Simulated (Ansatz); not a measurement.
Worked example: BClF2 + InH2(OH) → B(OH)F2 + InH2Cl

Species: BClF2 (chlorodifluoroborane) `FB(F)Cl`, singlet; InH2(OH), singlet; B(OH)F2 (difluorohydroxyborane), singlet; InH2Cl `[Cl][InH2]`, singlet. The partners trade Cl for OH: B–Cl and In–OH bonds give way to B–OH and In–Cl.

Shapes, held fixed at every level: PBE0-D4/def2-TZVP. Programs: Ansatz 0.2.0. The zero-point and thermal change to 298 K, harmonic and unscaled (PBE0-D4/def2-TZVP), is +4.5 kJ/mol.

At CCSD(T)/def2-TZVPP; 1 Eh = 2625.50 kJ/mol:

| species | energy (Eh) |
| --- | --- |
| BClF2 | -684.164417 |
| InH2(OH) | -266.411415 |
| B(OH)F2 | -300.191579 |
| InH2Cl | -650.439428 |

Q: Work out ΔH(298 K) of the reaction at this level.

A: 
1. Products less reactants: (-300.191579) + (-650.439428) − [(-684.164417) + (-266.411415)] = -0.055175 Eh = -144.9 kJ/mol.
2. With the thermal change: -144.9 + (+4.5) = -140.4 kJ/mol.

Other levels give -151.1 (r2SCAN0-D4/def2-TZVPP) to -130.3 kJ/mol (PBE-D4/def2-TZVPP). No measured value is set beside it here. For atoms past krypton def2 sets carry core potentials with scalar relativity. Outer-core shells of In are correlated in most correlated rows, in sets that cover them unevenly.
